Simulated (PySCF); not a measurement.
PySCF input (M06-2X/6-311+G**):

```python
from pyscf import gto, dft

mol = gto.M(
    atom='''
    K    -0.00000000   -0.00000000   -1.56987413
    Cl    0.00000000    0.00000000    1.75456520
    ''',
    basis='6-311+g**',
    charge=1,
    spin=1,
    symmetry='C2v',
    verbose=4,
)

mf = dft.UKS(mol, xc='m062x')
mf.grids.level = 4
mf.conv_tol = 1e-9
mf.max_cycle = 100
mf.max_memory = 1500
mf.kernel()
if not mf.converged:
    mf = mf.newton()
    mf.kernel(mf.make_rdm1())
mf.dip_moment()
```

From the last part of the output:

```
alpha HOMO (B1) = -0.581653385762417  LUMO (A1) = -0.192784251588457
beta  HOMO (B1) = -0.56041660734086  LUMO (B2) = -0.347715895192803
  HOMO = -0.560416607341  LUMO = -0.347715895193  gap/eV = 5.78788
cycle= 4 E= -1059.88155843705  delta_E= -4.46e-05  |g|= 0.00177  |ddm|= 0.00989
alpha HOMO (B1) = -0.581019698445749  LUMO (A1) = -0.19274393321709
beta  HOMO (B1) = -0.559535296050862  LUMO (B2) = -0.346512410080594
  HOMO = -0.559535296051  LUMO = -0.346512410081  gap/eV = 5.79665
cycle= 5 E= -1059.88156074594  delta_E= -2.31e-06  |g|= 0.000433  |ddm|= 0.00325
alpha HOMO (B1) = -0.581154395868607  LUMO (A1) = -0.192729879332573
beta  HOMO (B1) = -0.559609797424285  LUMO (B2) = -0.346558607238082
  HOMO = -0.559609797424  LUMO = -0.346558607238  gap/eV = 5.79742
cycle= 6 E= -1059.88156084254  delta_E= -9.66e-08  |g|= 7.55e-05  |ddm|= 0.00059
alpha HOMO (B1) = -0.58115775728991  LUMO (A1) = -0.192735095615123
beta  HOMO (B1) = -0.559594784014669  LUMO (B2) = -0.34655068038494
  HOMO = -0.559594784015  LUMO = -0.346550680385  gap/eV = 5.79723
cycle= 7 E= -1059.8815608472  delta_E= -4.66e-09  |g|= 1.58e-05  |ddm|= 0.000152
alpha HOMO (B1) = -0.581161780570747  LUMO (A1) = -0.192735692603395
beta  HOMO (B1) = -0.559595363213651  LUMO (B2) = -0.346552947570403
  HOMO = -0.559595363214  LUMO = -0.34655294757  gap/eV = 5.79718
cycle= 8 E= -1059.8815608474  delta_E= -2.02e-10  |g|= 3.93e-06  |ddm|= 2.9e-05
alpha HOMO (B1) = -0.581161629536345  LUMO (A1) = -0.192735602898845
beta  HOMO (B1) = -0.559594642422461  LUMO (B2) = -0.346552611256854
  HOMO = -0.559594642422  LUMO = -0.346552611257  gap/eV = 5.79717
Extra cycle  E= -1059.88156084741  delta_E= -1.57e-11  |g|= 1.43e-06  |ddm|= 6.62e-06
converged SCF energy = -1059.88156084741  <S^2> = 0.75214892  2S+1 = 2.0021478

WARN: System has nonzero charge 1; the dipole moment is origin-dependent.
Location of origin: [0. 0. 0.]

Dipole moment(X, Y, Z, Debye):  0.00000,  0.00000, -6.87172
```

The dipole moment of an ion depends on the origin.
